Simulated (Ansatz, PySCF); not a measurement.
Gas-phase reaction (SMILES): [F][Al]([Cl])[Cl] + [H][H] (H2) → [Cl][AlH][Cl] + F (HF); hydrogen cleaves one Al-F bond, a model of a ligand-exchange step.

Each molecule is optimised on its own at B3LYP-D3(BJ)/def2-TZVP (Ansatz, an electronic-structure program). Valence correlation only, unless marked. Spin-orbit coupling is left out. Non-relativistic. CBS marks a two-point X^-3 extrapolation of the correlation energy; Hartree-Fock from the larger set (for Q and 5 zeta extrapolated as (X+1)exp(-9√X)). Thermal terms are rigid-rotor harmonic-oscillator values from B3LYP-D3(BJ) frequencies (Ansatz or PySCF) at 298.15 K and 1 atm. 1 Eh = 627.5095 kcal/mol.

```csv
species,"E, CCSD(T)/CBS(cc-pV(Q+d)Z,cc-pV(5+d)Z) (Ansatz) (Eh)","E, PBE-D3(BJ)/def2-TZVPD (Ansatz + dftd3) (Eh)",H - E (Eh)
[F][Al]([Cl])[Cl],-1261.58029,-1262.37133,0.01172
[H][H] (H2),-1.17453,-1.16598,0.01336
[Cl][AlH][Cl],-1162.29931,-1163.08725,0.01512
F (HF),-100.39528,-100.39533,0.01259
```

Problem. Work out ΔE and ΔH at 298.15 K at the first level, then ΔH at the second.

Solution. 
1. ΔE = [(-1162.29931) + (-100.39528)] - [(-1261.58029) + (-1.17453)] = 0.06023 Eh = 37.8 kcal/mol at CCSD(T)/CBS(cc-pV(Q+d)Z,cc-pV(5+d)Z).
2. The terms H - E add up to 0.00263 Eh, so ΔH = (0.06023 + (0.00263))×627.5095 = 39.4 kcal/mol.
3. At PBE-D3(BJ)/def2-TZVPD the same steps give ΔE = 34.3 and ΔH = 36.0 kcal/mol, a shift of -3.4 from the first level.
4. These values are not checked against measurement here, since the tables used lack a sound gas-phase enthalpy of formation for at least one species.
